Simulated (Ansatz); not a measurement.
One change: `O=CB[SiH2]F` becomes `F[SiH2]B[SiH3]`.

Ansatz, PBE0-D4/def2-TZVP geometries, multiplicity 1. Each molecule was computed in one conformer, which needn't be the lowest.

```
                                          property  `O=CB[SiH2]F`
                 LUMO energy (PBE/def2-TZVPP) / eV          -3.07
           HOMO–LUMO gap (ωB97M-V/def2-TZVPP) / eV          10.79
                 HOMO energy (PBE/def2-TZVPP) / eV          -6.83
               LUMO energy (B3LYP/def2-TZVPP) / eV          -2.17
size of the dipole moment (ωB97M-V/def2-TZVPP) / D           2.25
    size of the dipole moment (PBE/def2-TZVPP) / D           2.02
```

What does the change do to each property? (An estimate is asked.)

The calculation gave: 
```
                                          property  `F[SiH2]B[SiH3]`  shift
                 LUMO energy (PBE/def2-TZVPP) / eV             -3.99  -0.92
           HOMO–LUMO gap (ωB97M-V/def2-TZVPP) / eV              9.15  -1.64
                 HOMO energy (PBE/def2-TZVPP) / eV             -6.90  -0.07
               LUMO energy (B3LYP/def2-TZVPP) / eV             -3.21  -1.04
size of the dipole moment (ωB97M-V/def2-TZVPP) / D              1.50  -0.75
    size of the dipole moment (PBE/def2-TZVPP) / D              1.35  -0.67
```

With PBE0 the HOMO rises by 0.06 eV and the LUMO falls by 1.14 eV, so the gap narrows by about 1.20 eV. PBE moves the HOMO by -0.07 eV and ωB97M-V by 0.20 eV. The zero-point energy changes by 13.9 kJ/mol with +3 modes. Dipoles are sizes alone; their direction can turn.

B3LYP here is the variant with VWN-RPA as its local correlation; programs differ in this.
